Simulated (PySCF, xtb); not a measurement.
Ge(H)(F)(OH)2 (FGeH3O2), SMILES [GeH]([F])([OH])[OH]. One conformer was computed; it need not be the lowest.

Harmonic wavenumbers (cm⁻¹) from GFN2-xTB (xtb) at its own minimum, in rising order: 159, 191, 230, 239, 290, 468, 573, 593, 601, 627, 789, 813, 2105, 3611, 3646.

What does PySCF with PBE-D3(BJ)/def2-SVP give at its own minimum? (Estimate from the structure and the level; the computed values follow.)

125, 194, 216, 257, 307, 673, 684, 699, 705, 728, 888, 908, 2159, 3719, 3721. Paired by order, the mean absolute difference is 76 cm⁻¹ and the zero-point energies are 21.4 and 22.8 kcal/mol.
